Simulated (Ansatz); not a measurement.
FH₅NOSbSi, SMILES `N[SiH](F)[O][SbH2]`, relaxed with RKS PBE0-D4/def2-TZVP in Ansatz 0.2.0 from a PBE-D4/def2-SVP geometry. The force threshold is 0.005 eV/Å; the program also tests the step.

Total charge 0; spin multiplicity 1. Sb: def2 effective core potential.

Start:

```xyz
10

N     0.003    0.501    1.419
Si   -0.520   -0.924    0.567
F    -2.152   -0.883    0.725
O    -0.028   -0.794   -1.004
Sb    0.046    1.086   -1.829
H    -0.568    0.851    2.193
H     0.998    0.630    1.622
H    -0.068   -2.257    1.065
H     0.573    0.407   -3.346
H     1.716    1.383   -1.412
```

How much energy does the relaxation release, and in how many steps? (An estimate is asked.)

Ansatz gave: 13.04 kJ/mol, in 15 steps, 2 of them rejected.

Which bonds change most? (An estimate is asked.)

Ansatz gave: O4–Sb5 from 2.053 to 1.982 Å; Si2–F3 from 1.639 to 1.597 Å; Si2–O4 from 1.652 to 1.615 Å; N1–Si2 from 1.741 to 1.707 Å.

Give the relaxed structure. (Estimate.)

Computed: 
```xyz
10

N     0.010    0.451    1.502
Si   -0.528   -0.870    0.563
F    -2.118   -0.823    0.703
O    -0.039   -0.681   -0.965
Sb    0.021    1.033   -1.957
H    -0.513    0.739    2.314
H     0.993    0.639    1.613
H    -0.108   -2.219    0.990
H     0.687    0.269   -3.339
H     1.597    1.463   -1.424
```
